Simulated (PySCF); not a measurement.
Ligands exchanged one at a time, Ga Br-SiH3. Isolated molecules, 0 K electronic values unless said otherwise. Strings in code marks are SMILES.

Computed with M06-2X/def2-TZVP // B3LYP-D3(BJ)/def2-TZVP run with PySCF. Delta-SCF ions had no search for a lower state. Excitations are Tamm–Dancoff values on a coarser integration grid. The basis has no diffuse functions, so Rydberg states are missing or too high.

```
species                                                T1 excitation (TDA) (eV)  vertical ionisation energy (Delta-SCF) (eV)
-----------------------------------------------------  ------------------------  -------------------------------------------
0 of 3 Br replaced by SiH3                                                 5.17                                        11.06
1 of 3 Br replaced by SiH3 (`[SiH3][Ga]([Br])[Br]`)                        4.22                                          ___
2 of 3 Br replaced by SiH3 (`[SiH3][Ga]([SiH3])[Br]`)                      3.06                                          ___
3 of 3 Br replaced by SiH3                                                 2.75                                         8.96
```

Task: Complete the blanks.

Result: 
- 1 of 3 Br replaced by SiH3 (`[SiH3][Ga]([Br])[Br]`), vertical ionisation energy (Delta-SCF) (eV): 10.11
- 2 of 3 Br replaced by SiH3 (`[SiH3][Ga]([SiH3])[Br]`), vertical ionisation energy (Delta-SCF) (eV): 9.09
